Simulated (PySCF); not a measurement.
C3H8N2Si, SMILES N[SiH](N)CC#C.

Geometry optimised at B3LYP-D3(BJ)/def2-SVP. This is a generated structure with no PubChem entry under its InChIKey; it may be hypothetical. One conformer was computed; it need not be the lowest.

These are TDA-PBE/def2-SVPD in PySCF values and carry that method's errors.

Vertical excitations. Gas-phase values at a fixed geometry.

**Question.** List the lowest excited states. (Estimate from the structure and the level; the computed values follow.)

**Answer.** 
| state | energy (eV) | λ (nm) | f | main pairs |
|---|---|---|---|---|
| S1 | 5.52 | 225 | 0.018 | HOMO→LUMO 99 % |
| S2 | 5.78 | 214 | 0.006 | HOMO→LUMO+1 87 % |
| S3 | 5.99 | 207 | 0.004 | HOMO−1→LUMO 41 %, HOMO→LUMO+2 36 %, HOMO→LUMO+3 13 % |
| S4 | 6.02 | 206 | 0.047 | HOMO−1→LUMO 55 %, HOMO→LUMO+2 27 % |
| S5 | 6.10 | 203 | 0.015 | HOMO→LUMO+3 77 % |
| S6 | 6.21 | 200 | 0.005 | HOMO−1→LUMO+1 81 %, HOMO−1→LUMO+2 15 % |
| S7 | 6.24 | 199 | 0.001 | HOMO−2→LUMO 99 % |
| S8 | 6.29 | 197 | 0.009 | HOMO−1→LUMO+2 64 %, HOMO→LUMO+4 23 % |
| S9 | 6.41 | 194 | 0.048 | HOMO→LUMO+4 64 %, HOMO−1→LUMO+2 13 % |
| S10 | 6.46 | 192 | 0.047 | HOMO−3→LUMO 92 % |
| T1 | 5.18 | 239 | 0 | HOMO→LUMO+2 40 %, HOMO−2→LUMO+1 14 %, HOMO→LUMO+1 12 %, HOMO−3→LUMO+2 10 % |
| T2 | 5.38 | 231 | 0 | HOMO→LUMO 94 % |
| T3 | 5.49 | 226 | 0 | HOMO→LUMO+1 62 %, HOMO→LUMO+2 18 % |
| T4 | 5.64 | 220 | 0 | HOMO−2→LUMO+1 47 %, HOMO→LUMO+2 21 %, HOMO−2→LUMO+2 15 % |
Triplets are in the Tamm–Dancoff approximation.
